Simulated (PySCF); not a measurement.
**Diatomics with 70 electrons**

PBE0 in PySCF with def2-SVP on every atom (core potentials on Rb, Sr, Sb, Te, Cs), for the lowest determinant that a PBE0 search found; no spin–orbit coupling. All have 70 electrons, 6 of them in the valence shells, and the same state, a triplet (π ↑↑). For ions De leads to the atom and ion picked by measured ionisation energies and electron affinities.

| species | difference of nuclear charges | Re (Å) | ωe (cm⁻¹) | k (mdyn/Å) | De (eV) | dissociates to | Mayer bond order |
| --- | --- | --- | --- | --- | --- | --- | --- |
| RbAs | 4 | 3.285 | 132 | 0.408 | 1.14 | Rb + As | 0.86 |
| KSb | 32 | 3.341 | 141 | 0.347 | 1.13 | K + Sb | 0.85 |
| CsP | 40 | 3.333 | 168 | 0.418 | 1.23 | Cs + P | 0.90 |
| RbSe⁺ | 3 | 3.634 | 71.7 | 0.125 | 0.36 | Rb⁺ + Se | 0.16 |
| SrAs⁺ | 5 | 2.926 | 189 | 0.853 | 1.40 | Sr⁺ + As | 1.34 |
| CaSb⁺ | 31 | 2.966 | 213 | 0.804 | 1.50 | Ca⁺ + Sb | 1.47 |
| KTe⁺ | 33 | 3.674 | 83.8 | 0.124 | 0.43 | K⁺ + Te | 0.27 |
| CsS⁺ | 39 | 3.732 | 83.8 | 0.107 | 0.32 | Cs⁺ + S | 0.17 |

**Question.** Which member of the whole set has the stiffest bond, and how does it compare with the softest?

**Answer.** SrAs⁺ with k = 0.853 mdyn/Å, 8.0 times that of CsS⁺.

Weak bonds: CsS⁺, KTe⁺, RbSe⁺. Basis-set superposition, not corrected here, can be much of De in a small basis, most of all at correlated wavefunction levels. Functionals without a dispersion term scatter widely for such bonds, and LDA overbinds them. These are scalar-relativistic numbers at best; spin–orbit coupling would shift them, the dissociation energy most. For an ion De counts to the pair picked by the measured ionisation energies or electron affinities, which need not be the lowest pair at this level. States were picked by a PBE0 search and need not be the measured ground states.
